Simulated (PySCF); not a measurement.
**Electron correlation in O (oxygen, neutral)**

[He] 2s2 2p4, high-spin 3P determinant. Computed with PySCF 2.14 in aug-cc-pVQZ-DK (6s5p4d3f2g, 80 functions), with scalar relativity by spin-free X2C-1e. Frozen: 1s2; 6 electrons correlated.

| level | correlation energy (mhartree) |
| --- | --- |
| CCSD | -173.86 |
| (T) | -3.87 |
| CCSD(T) | -177.73 |

Diagnostics: T1 = 0.0074, D1 = 0.0118, largest double amplitude 0.034.

Problem. Is a single reference adequate?

Solution. Yes: T1 lies below 0.03 and no double amplitude reaches 0.07.
